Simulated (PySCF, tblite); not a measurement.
Calculations on `[SiH3][Se]CC([SiH3])[SiH3]`, in the order of a workflow; each names the level of the geometry that it ran on. Settings lines and outputs come from a driver script.

C2H12SeSi3.
Numbering: `[SiH3:1][Se:2][CH2:3][CH:4]([SiH3:5])[SiH3:6]` (hydrogens: H7, H8, H9 on Si1; H10, H11 on C3; H12 on C4; H13, H14, H15 on Si5; H16, H17, H18 on Si6)

Step 1: GFN2-xTB geometry optimisation, gas phase (tblite 0.8.0) (from a force-field or distance-geometry start)
```json
{"job": {"kind": "relax", "xc": "GFN2-xTB", "basis": "xTB"}, "charge": 0, "multiplicity": 1}
```
```
step      E/eV     max force
  0    -510.39856    2.237
  1    -510.54600    0.877
  2    -510.62014    0.587
...
117    -511.00083    0.017
118    -511.00087    0.013
119    -511.00090    0.016
120    -511.00091    0.011
121    -511.00093    0.010
```

Energy lowered by 13.9 kcal/mol over 121 steps; largest atomic force 0.010 eV/Å at the end. «max force» is the largest atomic force in eV/Å.

Time: 1.9 s wall. Hardware: one thread, Arm Neoverse N1 (aarch64) (shared host).

Step 2: GFN2-xTB harmonic vibrations, gas phase (tblite 0.8.0) (on the GFN2-xTB geometry)
```json
{"job": {"kind": "ir", "xc": "GFN2-xTB", "basis": "xTB"}, "charge": 0, "multiplicity": 1}
```
```
(table of modes left out)
```

48 modes from -30 to 2961 cm⁻¹ (unscaled, harmonic, a negative number standing for an imaginary wavenumber); zero-point energy 73.2 kcal/mol from the real modes; the lowest is imaginary at this level.

Time: 1.4 s wall. Hardware: an Arm Neoverse N1 with one thread, no GPU (shared host).

Step 3: TDDFT PBE0/def2-SVPD, vertical, gas phase, core orbitals frozen in the response (PySCF 2.14.0, density-fitted response routines) (on the GFN2-xTB geometry)
```json
{"job": {"kind": "uv", "xc": "PBE0", "basis": "def2-SVPD", "nstates": 8, "ntriplets": 3}, "charge": 0, "multiplicity": 1}
```
```
...
Static polarisability (au): isotropic 136.987, principal 113.073 129.384 168.504
Singlet excitations
state   eV       nm        f      main configurations
  1   4.6602    266.0   0.00024   H->L 0.96
  2   5.1093    242.7   0.02110   H->L+1 0.94
  3   5.9202    209.4   0.01839   H->L+2 0.80
  4   5.9948    206.8   0.01421   H->L+3 0.66, H->L+5 0.12, H->L+2 0.11
  5   6.2021    199.9   0.00379   H->L+4 0.73, H->L+3 0.10
  6   6.3610    194.9   0.00026   H->L+5 0.74, H->L+3 0.11
  7   6.5171    190.2   0.04877   H-1->L 0.60, H-2->L 0.25
  8   6.6086    187.6   0.03646   H->L+6 0.69, H->L+7 0.09
Triplet excitations (Tamm-Dancoff, eV): 4.1780 4.7738 5.6364
```

HOMO -6.56 eV, LUMO -0.50 eV; lowest singlet 4.66 eV; lowest triplet 4.18 eV (Tamm–Dancoff); mean polarisability 137.0 au.

On one thread of an Arm Neoverse N1, shared host with 64 logical CPUs at a one-minute load of 59, this took 1.8 min wall and 0.96 GiB of memory at its peak.

Geometry of the electronic-property runs (GFN2-xTB):
```
atom  x, y, z in Å
Si1    3.1485    0.1463   -0.4655
Se2    1.6934    1.2058    0.9191
C3     0.0026    1.1739   -0.1457
C4    -0.9867    0.0985    0.2461
Si5   -2.6519    0.4654   -0.6192
Si6   -0.3699   -1.6756   -0.0836
H7     4.2822    1.0406   -0.6815
H8     3.5867   -1.0991    0.1560
H9     2.4370   -0.1072   -1.7147
H10    0.3058    1.0895   -1.1900
H11   -0.4105    2.1728    0.0158
H12   -1.1653    0.1833    1.3240
H13   -3.1096    1.8050   -0.2412
H14   -2.4611    0.4231   -2.0709
H15   -3.6367   -0.5319   -0.2072
H16   -1.4487   -2.5986    0.2681
H17   -0.0386   -1.8022   -1.5065
H18    0.8140   -1.9833    0.7206
```

 GFN2-xTB frequencies show an imaginary mode (30i cm⁻¹), so this geometry is no minimum at that level. (This holds for the electronic-property runs.)

One conformer stands for the species.
